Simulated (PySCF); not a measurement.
`C(C(CC)[C@@H]1C=N1)C`, C₇H₁₃N

Molfile (atoms numbered from 1):
```
C7H13N
     RDKit          3D

 21 21  0  0  0  0  0  0  0  0999 V2000
    2.2341   -1.1622    0.2690 C   0  0  0  0  0  0  0  0  0  0  0  0
    1.5043    0.1548    0.5061 C   0  0  0  0  0  0  0  0  0  0  0  0
    0.0744    0.1671   -0.0525 C   0  0  0  0  0  0  0  0  0  0  0  0
   -0.5487    1.5592    0.1229 C   0  0  0  0  0  0  0  0  0  0  0  0
   -1.8712    1.7074   -0.6186 C   0  0  0  0  0  0  0  0  0  0  0  0
   -0.7655   -0.8832    0.6439 C   0  0  2  0  0  0  0  0  0  0  0  0
   -0.9731   -2.2059    0.0837 C   0  0  0  0  0  0  0  0  0  0  0  0
   -1.9708   -1.4607   -0.0441 N   0  0  0  0  0  0  0  0  0  0  0  0
    1.7556   -1.9748    0.8098 H   0  0  0  0  0  0  0  0  0  0  0  0
    2.2452   -1.4082   -0.7910 H   0  0  0  0  0  0  0  0  0  0  0  0
    3.2635   -1.0876    0.6124 H   0  0  0  0  0  0  0  0  0  0  0  0
    2.0677    0.9631    0.0349 H   0  0  0  0  0  0  0  0  0  0  0  0
    1.4663    0.3606    1.5785 H   0  0  0  0  0  0  0  0  0  0  0  0
    0.1083   -0.0695   -1.1227 H   0  0  0  0  0  0  0  0  0  0  0  0
    0.1563    2.3095   -0.2430 H   0  0  0  0  0  0  0  0  0  0  0  0
   -0.7042    1.7440    1.1884 H   0  0  0  0  0  0  0  0  0  0  0  0
   -2.5795    0.9517   -0.2930 H   0  0  0  0  0  0  0  0  0  0  0  0
   -1.7204    1.5929   -1.6899 H   0  0  0  0  0  0  0  0  0  0  0  0
   -2.2993    2.6902   -0.4350 H   0  0  0  0  0  0  0  0  0  0  0  0
   -0.8566   -0.7537    1.7193 H   0  0  0  0  0  0  0  0  0  0  0  0
   -0.5955   -3.1778   -0.1247 H   0  0  0  0  0  0  0  0  0  0  0  0
  1  2  1  0
  2  3  1  0
  3  4  1  0
  4  5  1  0
  3  6  1  0
  6  7  1  0
  7  8  2  0
  8  6  1  0
  1  9  1  0
  1 10  1  0
  1 11  1  0
  2 12  1  0
  2 13  1  0
  3 14  1  0
  4 15  1  0
  4 16  1  0
  5 17  1  0
  5 18  1  0
  5 19  1  0
  6 20  1  1
  7 21  1  0
M  END
```

Computed with PySCF, GIAO PBE0/pcSseg-1 magnetisability, rotational g tensor and spin-rotation constants, non-relativistic, gas phase. Geometry: GFN2-xTB.

Give the nuclear spin-rotation constants along the inertial axes (H = +C I·J) beside the isotropic shieldings.

Rotational constants 2.3705, 1.7950, 1.1054 GHz. A star marks the isotopologue with that one atom substituted, in its own axes.
| atom | isotope | Caa (kHz) | Cbb (kHz) | Ccc (kHz) | mean (kHz) | σ (ppm) |
| --- | --- | --- | --- | --- | --- | --- |
| N8 | 14N | 0.526 | 0.457 | 0.086 | 0.356 | -94.0 |
| H9 | 1H | -0.242 | -0.012 | -0.092 | -0.115 | 30.2 |
| H10 | 1H | -0.263 | -0.200 | 0.018 | -0.148 | 31.0 |
| H11 | 1H | -0.050 | -0.124 | -0.118 | -0.097 | 30.5 |
| H12 | 1H | -0.267 | 0.015 | -0.097 | -0.116 | 30.3 |
| H13 | 1H | -0.274 | -0.197 | 0.035 | -0.145 | 30.4 |
| H14 | 1H | -0.303 | -0.196 | 0.022 | -0.159 | 31.7 |
| H15 | 1H | -0.260 | 0.030 | -0.105 | -0.112 | 30.2 |
| H16 | 1H | -0.272 | -0.195 | 0.040 | -0.142 | 30.1 |
| H17 | 1H | -0.201 | 0.017 | -0.101 | -0.095 | 29.1 |
| H18 | 1H | -0.254 | -0.208 | 0.026 | -0.145 | 30.9 |
| H19 | 1H | -0.070 | -0.117 | -0.109 | -0.099 | 30.6 |
| H20 | 1H | -0.284 | -0.188 | 0.025 | -0.149 | 30.7 |
| H21 | 1H | 0.070 | 0.003 | -0.088 | -0.005 | 21.0 |
| C1 | 13C* | 0.313 | 0.256 | 0.150 | 0.240 | 171.6 |
| C2 | 13C* | 0.358 | 0.291 | 0.200 | 0.283 | 153.6 |
| C3 | 13C* | 0.498 | 0.375 | 0.184 | 0.353 | 134.2 |
| C4 | 13C* | 0.373 | 0.298 | 0.203 | 0.291 | 150.9 |
| C5 | 13C* | 0.311 | 0.260 | 0.149 | 0.240 | 171.8 |
| C6 | 13C* | 0.482 | 0.374 | 0.086 | 0.314 | 154.4 |
| C7 | 13C* | 0.913 | 0.952 | 0.284 | 0.716 | 3.5 |

For the geometry as given, no vibrational averaging.
